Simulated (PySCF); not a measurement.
J couplings in Zn(NH2)2

Cartesian coordinates in Å; atom numbers follow the order of the lines, from 1:
```xyz
7

Zn    0.0336   -0.0414    0.0001
N     0.2097   -0.0067    1.8063
H    -0.0937    0.8317    2.2947
H    -0.1360   -0.8046    2.3331
N    -0.0008   -0.2101   -1.8067
H     0.8122    0.1063   -2.3289
H    -0.8250    0.1248   -2.2985
```

Indirect spin–spin couplings were computed at PBE/pcJ-1 (pcSseg-1 on Zn) (PySCF 2.14.0 with density-fitted response routines) on a PBE0-D3(BJ)/def2-SVP structure, for the isolated molecule, without vibrational or relativistic corrections. Couplings are averaged over pairs made equivalent by symmetry, fast rotation or ring inversion, so a value needn't be that of the named pair in this geometry, while other rotamers aren't included; one pair stands for each set, and the list holds those of at least 0.8 Hz over up to four bonds.

Isotopes: 15N, 1H.

```tsv
pair	bonds	J (Hz)
N2, H3	1	?
N2, N5	2	?
H3, H4	2	-5.9
```

Task: Estimate the withheld couplings, with signs.

Result: 
- 1J(N2,H3) = -63.1 Hz (bond length 1.017 Å)
- 2J(N2,N5) = 0.8 Hz (angle at Zn1 174°)
